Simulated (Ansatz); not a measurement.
Reaction (redistribution): `CO[SiH2][SiH2]O` + `[Br][InH2]` → `CO[SiH2][SiH3]` + `[OH][InH][Br]`

Computed with Ansatz on PBE0-D4/def2-TZVP structures; ΔE is electronic, products minus reactants. CCSD(T)/CBS adds triple-zeta CCSD(T) − MP2 to the extrapolated MP2 energy (def2 sets, frozen cores). DFT in def2-TZVPP. Elements past krypton have def2 core potentials. For Br, In outer-core shells are correlated without core-valence functions, which leaves a few kJ/mol of doubt a bond. Scalar relativity is left out up to krypton. One conformer a species, not always the lowest.

CCSD(T)/CBS gives +0.46 eV.

Another level gave +0.53 eV. Which?
A. PBE0/def2-TZVPP
B. revPBE/def2-TZVPP
C. BHLYP/def2-TZVPP
D. RPA@PBE/def2-TZVPP

A. PBE0 0.53, BHLYP 0.60, RPA@PBE/def2-TZVPP 0.47, revPBE 0.39 eV.

Largest T1 diagnostic among the species: 0.014.

In def2-TZVPP, CCSD(T) changes the Hartree–Fock value by −0.13 eV (the triples alone add −0.03 eV) and MP2 by −0.14 eV. From PBE to PBE0 (25 % exact exchange), in def2-TZVPP and without D4, ΔE moves by +0.08 eV.

CCSD(T)/CBS has its own doubt, a few kJ/mol and more with outer-core shells, so smaller differences from it don't rank the levels.
